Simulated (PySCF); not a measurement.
Compound: Sn(vinyl)3F, C6H9FSn.
Cartesian coordinates in Å at the PBE0-D3(BJ)/def2-SVP level; atoms count from 1:
```xyz
17
C6H9FSn angstrom
Sn     0.1371    0.1922    0.0877
C     -0.2633   -0.0693    2.1638
C     -1.0196   -1.0938    2.5671
H      0.1405    0.6367    2.8996
H     -1.4378   -1.8151    1.8564
H     -1.2536   -1.2571    3.6263
C      2.1395   -0.1684   -0.5403
C      2.3970   -1.2573   -1.2699
H      2.9495    0.5195   -0.2711
H      1.6039   -1.9595   -1.5503
H      3.4097   -1.4939   -1.6181
C     -0.8807    1.8157   -0.8407
C     -1.9013    1.5559   -1.6625
H     -0.5819    2.8525   -0.6454
H     -2.2198    0.5291   -1.8746
H     -2.4620    2.3567   -2.1600
F     -0.7857   -1.3446   -0.7077
```

Level of theory: PBE0-D3(BJ)/def2-SVP geometry optimisation, gas phase, def2 core potentials past Kr (PySCF 2.14.0).

Question: Which atoms are bound to Sn1, and at what distances?

Answer: 4 atoms: F17 1.961 Å, C12 2.129 Å, C7 2.129 Å, C2 2.130 Å. The nearest atom not counted as bound is H4, at 2.85 Å (others tie with it).

Question: List the angles at Sn1.

Answer: 
```
      angle  degrees  distance of the outer atoms (Å)
 C7–Sn1–C12    116.7                             3.63
  C2–Sn1–C7    116.3                             3.62
 C2–Sn1–C12    115.4                             3.60
 C2–Sn1–F17    102.2                             3.19
C12–Sn1–F17    101.3                             3.16
 C7–Sn1–F17    101.0                             3.16
```

Question: What is the shape at Sn1?

Answer: Distorted tetrahedral: angles from 101.0° to 116.7°; τ4 = (360° − α − β)/141° = 0.90 with α and β the two widest (0 for a square, 1 for a tetrahedron).

Question: What are the other bond lengths?

Answer: C2–C3, C7–C8, C12–C13 1.336 Å; C2–H4, C7–H9, C12–H14 1.097 Å; C3–H5, C8–H10, C13–H15 1.096 Å; C3–H6 1.097 Å; C8–H11 1.097 Å; C13–H16 1.097 Å.

Question: Give some angles away from the centre.

Answer: Sn1–C2–C3 119.7°.

Point group: near C3v, missed by 0.16 Å at most; the miss may be what the optimiser left on a soft mode (Cs holds within 0.08 Å). Charge 0, singlet. No frequency check.

Time: 18 min wall; peak memory 0.71 GiB. Hardware: Intel Xeon at 2.50 GHz, one thread (shared host). These figures are those of the optimisation.

One conformer stands for the species.
